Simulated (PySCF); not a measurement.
**Fine-structure interval of Tl⁷⁶⁺ by level of theory**

Tl⁷⁶⁺ [He] 2s2 2p1 [2p1/2^1, M_J = 1/2] → Tl⁷⁶⁺ [He] 2s2 2p1 [2p3/2^1, M_J = 3/2], as a difference of total energies. Computed with PySCF 2.14 in an uncontracted even-tempered set (16 s from 67 bohr⁻², ratio 2.4; 13 p from 87 bohr⁻², ratio 2.4; 5 d from 280 bohr⁻², ratio 2.6; 4 f from 420 bohr⁻², ratio 2.6), with the two-component X2C-1e Hamiltonian. Correlated levels: nothing frozen; the 26 highest virtual spinors dropped. "Screened" scales the spin-orbit matrix elements by Boettger's factors to mimic the two-electron term; Breit and QED terms are absent.

| method | fine-structure interval (cm⁻¹) |
| --- | --- |
| GHF (screened spin-orbit) | 18061000 |
| GMP2 (screened spin-orbit) | 18039000 |
| GHF (bare spin-orbit) | 18587000 |
